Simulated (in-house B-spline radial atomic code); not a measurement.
The numbers below are computed, except where a source is named.
**Weak and strong correlation along the adiabatic connection**

Two-electron singlets in several external potentials (atomic units), by full CI in B-splines with partial waves to l = 8 (correlation energies up to 0.6 % small). The repulsion is scaled by λ at fixed density; W(λ) is the mean repulsion less the Hartree energy, W(0) = E_x, and the area under W from 0 to 1 is E_xc.

Relative drop (W(λ) − E_x)/E_x:

| system | λ = 0.12 | λ = 0.25 | λ = 0.4 | λ = 0.6 | λ = 0.8 | λ = 1 |
| --- | --- | --- | --- | --- | --- | --- |
| −V exp(−r²/w²), V = 1.55, w = 8.94 | 0.0378 | 0.0715 | 0.1032 | 0.1364 | 0.1623 | 0.1830 |
| ω²r²/2 − Z/r, ω = 0.463, Z = 1 | 0.0152 | 0.0303 | 0.0463 | 0.0656 | 0.0828 | 0.0983 |
| −V exp(−r²/w²), V = 10.2, w = 13.0 | 0.0273 | 0.0530 | 0.0785 | 0.1070 | 0.1305 | 0.1502 |
| −Z/r, Z = 3.25 | 0.0062 | 0.0127 | 0.0199 | 0.0291 | 0.0380 | 0.0464 |
| −Z/r, Z = 0.552, wall at 1.44 bohr | 0.0098 | 0.0199 | 0.0310 | 0.0448 | 0.0576 | 0.0694 |
| ω²r²/2, ω = 0.459 | 0.0233 | 0.0458 | 0.0686 | 0.0946 | 0.1167 | 0.1355 |
| ω²r²/2, ω = 30 | 0.0027 | 0.0057 | 0.0090 | 0.0134 | 0.0176 | 0.0218 |

Task: Order the systems by how far second-order (GL2) theory, half the initial slope (estimated from the first points of each curve), overshoots the correlation energy, least first.
A. −Z/r, Z = 0.552, wall at 1.44 bohr
B. −V exp(−r²/w²), V = 10.2, w = 13.0
C. −Z/r, Z = 3.25
D. ω²r²/2, ω = 30
E. −V exp(−r²/w²), V = 1.55, w = 8.94
F. ω²r²/2, ω = 0.459
G. ω²r²/2 − Z/r, ω = 0.463, Z = 1

Result: D (GL2/E_c = 1.04), C (GL2/E_c = 1.08), A (GL2/E_c = 1.13), G (GL2/E_c = 1.22), F (GL2/E_c = 1.33), B (GL2/E_c = 1.39), E (GL2/E_c = 1.56).

Task: What else changes along this order?

Result: The ratio follows the bend of the curve. With it the leading natural occupation goes from 1.999 to 1.885 and −T_c/E_c from 0.96 to 0.64 between the first and the last.
